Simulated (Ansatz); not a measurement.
Mulliken charges of C$_{2}$HF$_{3}$O$_{2}$ (`O=C(O)C(F)(F)F`) from PBE/def2-TZVPP in Ansatz (PBE0-D4/def2-TZVP geometry).

```csv
atom,x (Å),y (Å),z (Å),charge (e)
O1,1.713,-0.317,0.223,-0.212
C2,0.523,-0.357,0.208,0.140
O3,-0.242,-1.311,0.724,-0.192
C4,-0.359,0.734,-0.438,0.386
F5,0.394,1.690,-0.949,-0.104
F6,-1.173,1.270,0.471,-0.118
F7,-1.104,0.210,-1.412,-0.118
H8,0.341,-1.976,1.118,0.218
```

**Question.** By hand: the dipole of these point charges (1 e Å = 4.8032 D).

**Answer.** Σ q r = (-0.080, -0.229, 0.127) e Å, of length 0.274 e Å = 1.32 D.

**Question.** How does the dipole of the full density compare? (An estimate is asked.)

**Answer.** The calculation gave: (-0.084, -0.382, 0.214) e Å, 2.14 D; the point charges give 0.62 times that, at 6° from its direction.

Point charges leave out the atoms' own dipoles, such as those of lone pairs, and Mulliken's split depends on the basis, so the two needn't agree.
